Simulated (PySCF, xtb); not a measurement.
ZnH₂, SMILES [ZnH2].

Harmonic wavenumbers (cm⁻¹) from GFN2-xTB (xtb) at its own minimum, in rising order: 404, 404, 1688, 1736.

### Question
What does PBE-D3(BJ)/def2-TZVPD run with PySCF give at its own minimum? (The exact figures need the calculation; the answer reports its results.)

### Answer
647, 647, 1875, 1875. Paired by order, the mean absolute difference is 203 cm⁻¹ and the zero-point energies are 6.1 and 7.2 kcal/mol.
